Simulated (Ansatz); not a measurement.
Basis-set extrapolation for C₂H₉BSi, SMILES `B[SiH2]CC` (PBE0-D4/def2-TZVP geometry, frozen core, Ansatz). Multiplicity 1, RHF reference.

```csv
,def2-TZVPP,def2-QZVPP
HF,-394.607426,-394.621509
MP2 correlation,-0.583047,-0.620497
CCSD(T) correlation,-0.668845,not run
```

Energies in hartree. Use E(X) = E(∞) + A·exp(−7.88·√X) for Hartree–Fock and E(X) = E(∞) + B·X^(−2.97) for correlation, with X = 3 and 4, and add CCSD(T) minus MP2 of the smaller set to the MP2 limit.

Q: What is the CCSD(T) energy at the basis-set limit?

A: HF limit: -394.621509 + (-0.014083) × 0.13774 = -394.62345. MP2 limit: -0.620497 + (-0.037450) × 0.74074 = -0.64824. Higher-order term: -0.668845 − (-0.583047) = -0.08580. Total: -395.35749 hartree, 51.0 kcal/mol below CCSD(T)/def2-TZVPP.
